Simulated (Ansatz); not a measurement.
Reaction (cleavage of the B–Si bond): `B[SiH]([SiH3])Cl` + `O[Si](O)(O)O` → `BO[Si](O)(O)O` + `[SiH3][SiH2]Cl`

Isolated molecules relaxed with PBE0-D4/def2-TZVP in Ansatz; ΔE leaves out vibrations. CBS: MP2 limit from def2 TZ/QZ plus the TZ coupled-cluster correction, frozen cores. This one scheme is used for every species. Functionals use def2-TZVPP. HSE06 is defined as in plane-wave codes. Each species was taken in one conformer, which may not be the lowest.

| level | ΔE (kJ/mol) | difference from CCSD(T)/CBS |
| --- | --- | --- |
| PBE-D4 | -133.1 | 10.5 |
| BLYP-D4 | -146.1 | -2.5 |
| r2SCANh-D4 | -142.3 | 1.3 |
| r2SCAN0-D4 | -143.3 | 0.3 |
| PBE | -133.6 | 10.0 |
| revPBE | -131.2 | 12.4 |
| HSE06 | -136.5 | 7.1 |
| CCSD/def2-SVP | -165.7 | -22.1 |
| HF/def2-QZVPP | -161.4 | -17.8 |
| CCSD/CBS(def2) | -144.4 | -0.8 |
| CCSD(T)/CBS | -143.6 | 0 |

Largest T1 diagnostic among the species: 0.012.

In def2-TZVPP, CCSD(T) changes the Hartree–Fock value by +14.3 kJ/mol (the triples alone add +0.8 kJ/mol) and MP2 by +10.1 kJ/mol. From PBE to PBE0 (25 % exact exchange), in def2-TZVPP and without D4, ΔE moves by −3.0 kJ/mol. At CCSD(T), def2-SVP lies −23.4 kJ/mol from the extrapolated value and def2-TZVPP −1.5 kJ/mol.
